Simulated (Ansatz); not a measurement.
Reaction (ligand exchange at the Si–N bond): `CN[SiH](N)F` + `N[SiH2]N` → `N[SiH2]N[SiH](N)F` + CH₃NH₂

Program: Ansatz. Geometries: PBE0-D4/def2-TZVP. ΔE: electronic, gas phase. CCSD(T)/CBS is the MP2 limit (def2-TZVPP, def2-QZVPP) plus CCSD(T) − MP2 in def2-TZVPP, frozen cores. This one scheme is used for every species. DFT in def2-TZVPP. B3LYP here is the variant with VWN-RPA as its local correlation; programs differ in this. One conformer a species, not always the lowest.

Question: Is it downhill or uphill in electronic energy at CCSD(T)/CBS, and by how much? (Best estimate.)

Answer: The calculation gave: Downhill: ΔE = -2.2 kcal/mol.

Question: What do these levels give: B3LYP-D4, PBE, B3LYP, MP2/def2-TZVPP, MP2/CBS(def2), CCSD/CBS(def2)? (Estimate.)

Answer: Ansatz gave: B3LYP-D4 -2.6, PBE -1.4, B3LYP -0.9, MP2/def2-TZVPP -2.5, MP2/CBS(def2) -2.1, CCSD/CBS(def2) -1.8 kcal/mol.

Largest T1 diagnostic among the species: 0.011.

The D4 term adds −1.7 kcal/mol with B3LYP and −1.0 kcal/mol with PBE0; it sums over pairs of atoms, weighted by their polarisabilities, and B3LYP, whose exchange is more repulsive, gets the larger term. In def2-TZVPP, CCSD(T) changes the Hartree–Fock value by −1.8 kcal/mol (the triples alone add −0.4 kcal/mol) and MP2 by −1.6 kcal/mol.
